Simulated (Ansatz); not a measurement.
Z-matrix (Å, degrees):
```
C
Sn 1 2.195
H 1 1.092 2 112.6
H 1 1.095 2 109.6 3 120.9
H 1 1.095 2 109.6 3 -121.0
O 2 1.985 1 94.9 3 179.7
H 6 0.961 2 114.5 1 -0.0
```

Charge 0, multiplicity 1. Sn takes the def2 core potential.

Question: List the r2SCAN/def2-TZVPP orbital energies in eV (Ansatz 0.2.0). (An estimate is asked.)

Answer: Computed: Occupied: -515.17, -272.49, -136.79, -91.82, -91.55, -91.41, -26.57, -26.05, -26.00, -25.94, -25.73, -24.40, -17.60, -12.39, -10.12, -10.00, -9.94, -7.42, -7.31, -5.71. Lowest empty: -2.73, -0.38, 0.61, 1.89, 2.86, 3.08, 3.28, 3.96.
